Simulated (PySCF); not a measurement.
Job file and geometry (Å, from GFN2-xTB) of an NMR shielding run on `FB(CC(CF)=S)F`, C$_{3}$H$_{4}$BF$_{3}$S, GIAO PBE0/pcSseg-1 NMR shielding, non-relativistic, gas phase in PySCF; density fitting, a coarse starting grid and PySCF grid level 2 are the driver's defaults:

```
$ OMP_NUM_THREADS=1 python probes_run.py task.json out

{"job": {"kind": "nmr", "xc": "PBE0", "basis": "pcSseg-1"}, "charge": 0, "multiplicity": 1}
F      1.031661     1.500109    -0.720616
C      1.473135     0.582653     0.196820
C      0.664681    -0.678477     0.171237
S      1.191300    -1.988051     0.968799
C     -0.630109    -0.639182    -0.559667
B     -1.721812     0.293279     0.128908
F     -2.941524     0.378647    -0.346062
F     -1.494543     1.012072     1.202206
H      1.394285     1.055461     1.184413
H      2.527778     0.381631    -0.020220
H     -0.465161    -0.247898    -1.569995
H     -1.028493    -1.650931    -0.661852
```

Q: What does the program print?

A: 
```
coarse grid: 11712 points
cycle   1  E = -838.5807898922  dE =  1.033e+00  |g| = 7.768e-01  |ddm| = 3.200e+00
cycle   2  E = -838.4145637287  dE =  1.662e-01  |g| = 1.236e+00  |ddm| = 1.418e+00
cycle   3  E = -838.6793084976  dE = -2.647e-01  |g| = 1.953e-01  |ddm| = 1.064e+00
cycle   4  E = -838.6883993355  dE = -9.091e-03  |g| = 6.529e-02  |ddm| = 2.692e-01
cycle   5  E = -838.6894972108  dE = -1.098e-03  |g| = 1.444e-02  |ddm| = 8.657e-02
cycle   6  E = -838.6895427474  dE = -4.554e-05  |g| = 2.952e-03  |ddm| = 1.541e-02
cycle   7  E = -838.6895443960  dE = -1.649e-06  |g| = 7.867e-04  |ddm| = 2.834e-03
final grid: 112880 points
cycle   8  E = -838.7541219787  dE = -5.852e-05  |g| = 9.616e-03  |ddm| = 2.715e-02
cycle   9  E = -838.7540598283  dE =  6.215e-05  |g| = 1.794e-02  |ddm| = 2.713e-02
cycle  10  E = -838.7541435992  dE = -8.377e-05  |g| = 2.204e-03  |ddm| = 2.050e-02
cycle  11  E = -838.7541447462  dE = -1.147e-06  |g| = 3.121e-04  |ddm| = 2.180e-03
cycle  12  E = -838.7541447602  dE = -1.402e-08  |g| = 1.190e-04  |ddm| = 2.522e-04
cycle  13  E = -838.7541447621  dE = -1.900e-09  |g| = 3.482e-05  |ddm| = 9.654e-05
cycle  14  E = -838.7541447624  dE = -2.813e-10  |g| = 4.155e-06  |ddm| = 4.785e-05
converged SCF energy = -838.7541447624

GIAO shielding tensors (ppm)
atom      isotropic    diamagn.    paramagn.     s11        s22        s33       span
  0 F      394.903     475.400     -80.497    351.222    361.305    472.180    120.958
  1 C       90.502     241.444    -150.942     68.315     76.563    126.627     58.311
  2 C      -84.803     261.896    -346.699   -248.577   -140.594    134.761    383.338
  3 S     -406.135    1056.739   -1462.874  -1579.949   -320.522    682.065   2262.014
  4 C      141.177     254.236    -113.059    107.554    138.391    177.587     70.032
  5 B       74.388     192.302    -117.914     53.068     84.728     85.368     32.300
  6 F      238.546     465.333    -226.788     65.804    288.693    361.139    295.335
  7 F      238.661     469.893    -231.232     58.377    289.792    367.815    309.438
  8 H       25.807      27.993      -2.186     22.976     25.735     28.709      5.733
  9 H       25.991      27.739      -1.748     21.246     26.662     30.066      8.820
 10 H       27.859      30.360      -2.501     24.768     28.074     30.735      5.967
 11 H       28.106      30.394      -2.288     24.547     28.942     30.828      6.281
```

Size and cost of the density-fitted run: 163 basis functions, 20 s wall time on 1 thread of an Arm Neoverse V2, shared host; peak memory 0.69 GiB.
